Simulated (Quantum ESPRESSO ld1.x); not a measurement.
The numbers below are computed, except where a source is named.
Problem. Species: Nb27+. Configuration: [Ne] 3s2 3p2 (the NIST ground configuration). Code: ld1.x of Quantum ESPRESSO 7.5. Model: Dirac Kohn-Sham, revPBE, spin-unpolarised, spherical densities, point nucleus; open shells are shared between the two j in proportion to 2j + 1; speed of light set to 205.554 atomic units (1.5 times the physical value, a model run).

Spin-orbit splittings of the eigenvalues, e(l+1/2) - e(l-1/2), with zeta = 2 splitting/(2l+1) and mean radii in bohr:

| shell | occ. | splitting (eV) | zeta (eV) | <r> j=l-1/2 | <r> j=l+1/2 |
|---|---|---|---|---|---|
| 2p | 6 | 42.45 | 28.30 | 0.1353 | 0.1372 |
| 3p | 2 | ? | ? | 0.3748 | 0.3777 |

Estimate the 3p splitting.

Solution. 9.965 eV (zeta = 6.643 eV).
